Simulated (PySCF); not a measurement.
Vertical excitations of a molecule C4H6OSi from TDDFT-PBE/def2-SVPD (PySCF 2.14.0), as energy in eV (oscillator strength): 5.65 (0.306), 5.69 (0.000), 6.12 (0.002), 6.12 (0.010), 6.25 (0.001), 6.52 (0.008), 6.88 (0.003), 6.96 (0.004), 6.96 (0.007), 7.19 (0.006). Lowest triplet (TDA): 3.92 eV. Geometry: ωB97X-D3(BJ)/def2-SVP. The values are those of a single conformer.

### Question
Pick the molecule that these values belong to.
(A) C#C[SiH2]C(C)=O
(B) C=C=C1OC[SiH2]1
(C) C#C[C@H]1C[SiH2]O1
(D) [SiH3]c1ccco1

### Answer
D, [SiH3]c1ccco1
